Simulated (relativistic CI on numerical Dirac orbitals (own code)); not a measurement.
Os3+: 4f photoemission

Computed with this model: Dirac-Coulomb-Breit CI, separate exchange-only KLI orbitals for each configuration, model QED (radiative potential, 1s self-energy scaled to tabulated hydrogen-like ionisation energies), valence Slater integrals scaled by 0.8, multiplet model of photoemission in the sudden approximation; configurations [Xe] 4f14 5d5 → [Xe] 4f13 5d5; 300 K; Lorentzian 0.35 eV and Gaussian 0.5 eV FWHM. Energies are those of the free ion, without screening or charge transfer. The energies are binding energies and can lie tens of eV above those of solids. S is read from ⟨S²⟩ = S(S + 1).

Field parameters in Wybourne normalisation: D4h B²₀ = −7Ds, B⁴₀ = 21(Dq − Dt), B⁴₄ = 21√(5/14) Dq. The field is a parameter set, without covalency.

Computed curve for D4h, 10Dq = 28050, Ds = -1500, Dt = 860 cm⁻¹, scaled to 100 at the maximum (points under 2 are left out and the grid is thinned):

(Energy (eV), Intensity): (89.6, 2.1), (89.7, 2.3), (89.9, 3.0), (90.0, 3.5), (90.1, 4.1), (90.2, 4.8), (90.4, 7.3), (90.5, 9.5), (90.6, 12.8), (90.7, 17.9), (90.9, 36.9), (91.0, 51.6), (91.1, 68.5), (91.3, 96.2), (91.4, 100.0), (91.5, 94.9), (91.6, 82.6), (91.8, 50.1), (91.9, 36.6), (92.0, 26.7), (92.1, 20.4), (92.3, 14.7), (92.4, 13.7), (92.5, 13.4), (92.7, 13.5), (92.8, 13.7), (92.9, 14.1), (93.0, 14.5), (93.2, 15.5), (93.3, 16.2), (93.4, 17.1), (93.5, 18.5), (93.7, 24.0), (93.8, 28.2), (93.9, 32.9), (94.0, 37.8), (94.2, 45.3), (94.3, 47.1), (94.4, 47.4), (94.6, 44.0), (94.7, 40.8), (94.8, 37.1), (94.9, 33.1), (95.1, 24.9), (95.2, 21.1), (95.3, 17.8), (95.4, 15.1), (95.6, 11.4), (95.7, 10.0), (95.8, 8.9), (96.0, 7.0), (96.1, 6.2), (96.2, 5.5), (96.3, 4.9), (96.5, 3.9), (96.6, 3.4), (96.7, 3.1), (96.8, 2.8), (97.0, 2.3), (97.1, 2.1)

The ground state has S = 0.73, and the centroid lies at 92.85 eV.
